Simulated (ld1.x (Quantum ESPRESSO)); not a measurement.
# Which change was made? (Pt, PAW)

ld1.x (Quantum ESPRESSO) 7.5 input, shortened:

```
&input
   title='Pt', zed=78., rel=2, dft='PBE', iswitch=3,
   config='[Xe] 4f14 5d7 6s0 6p0', rel_dist='average'
 /
 &inputp
   pseudotype=3, lpaw=.true., tm=.true., lloc=-1, rcloc=2.15,
   nlcc=.true., new_core_ps=.true.,
   which_augfun='BESSEL', rmatch_augfun=1.00
 /
6
6S  1  0   0.00   0.00  1.55  2.15  0.0
6S  1  0   0.00   1.45  1.55  2.15  0.0
5P  2  1   6.00   0.00  1.75  1.85  0.0
6P  3  1   0.00   0.00  1.75  1.85  0.0
5D  3  2   7.00   0.00  1.15  1.35  0.0
5D  3  2   0.00  -0.20  1.15  1.35  0.0
 &test
   configts(1)='5p6 5d7 6s0 6p0'
 /
```

Open shells are filled in proportion to 2j + 1 (rel_dist='average').

Cutoffs, loose and tight: the cutoffs (Ry, on a coarse ladder) from which the occupation-weighted sum of valence levels, in a spherical-Bessel basis at the reference potential, stays within 10 and 1 mRy of its value at 400 Ry. They do not see the model core or the augmentation charge, which bear on the density cutoff. Test errors are all-electron minus pseudo excitation energies from the reference, over the configurations 5p6 5d9 6s1 6p0; 5p6 5d9 6s0 6p0; 5p6 5d8 6s0 6p0; 5p5 5d9 6s1 6p0; 5p6 5d10 6s0 6p0; 5p6 5d8 6s1 6p1; 5p6 5d9 6s0 6p1; variants that change the core or the reference have their own tests. The largest error is taken over the tests solved by every variant that gives reliable tests at all, those not shown here included: 5p6 5d8 6s0 6p0; 5p6 5d9 6s0 6p0; 5p6 5d9 6s1 6p0.

The base gives: outcome: generated; bound ghosts: not determined; largest test error (meV): -22.

(1) After one change the result is: outcome: generated; bound ghosts: not determined; largest test error (meV): -16. Which change was it?
A. local potential all-electron potential smoothed inside 1.98 bohr (lloc = -1)
B. local potential all-electron potential smoothed inside 2.28 bohr (lloc = -1)
C. local potential all-electron potential smoothed inside 1.60 bohr (lloc = -1)

Answers

(1) C. The others give: local potential all-electron potential smoothed inside 1.98 bohr (lloc = -1) → outcome: generated; bound ghosts: not determined; largest test error (meV): -21 | local potential all-electron potential smoothed inside 2.28 bohr (lloc = -1) → outcome: generated; bound ghosts: not determined; largest test error (meV): -22.
